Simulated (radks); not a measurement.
All-electron atom: the rubidium ion Rb2+ in [Ar] 3d10 4s2 4p5. All-electron calculation, scalar-relativistic Kohn-Sham, r2SCAN, spin-polarised, spherical densities, finite nucleus; open shells are filled with parallel spins first (spin-orbit coupling, left out, can overturn this in heavy ions); meta-GGA in the generalised Kohn-Sham scheme; Fermi nuclear charge, rms radius 4.2036 fm. Program: a radial shooting solver on a logarithmic mesh with Libxc functionals.

Normalised radial functions P(r) = r R(r), r in bohr:

r,4d up
0.003155,0.0000
0.004175,0.0000
0.00548,0.0000
0.00725,0.0001
0.009593,0.0002
0.01269,0.0004
0.01679,0.0009
0.02222,0.0019
0.0294,0.0041
0.0389,0.0084
0.05147,0.0168
0.06756,0.0317
0.08939,0.0577
0.1183,0.0984
0.1565,0.1544
0.2071,0.2182
0.274,0.2701
0.3625,0.2788
0.4796,0.2126
0.6346,0.0596
0.833,-0.1549
1.102,-0.3995
1.458,-0.5958
1.93,-0.6775
2.553,-0.6053
3.378,-0.4276
4.469,-0.2437
5.914,-0.1011
7.825,-0.0275

4d up (empty): eigenvalue -12.129 eV, 1 radial node at r = 0.689 bohr, <r> = 2.46 bohr, 90 % of the charge inside 3.86 bohr.
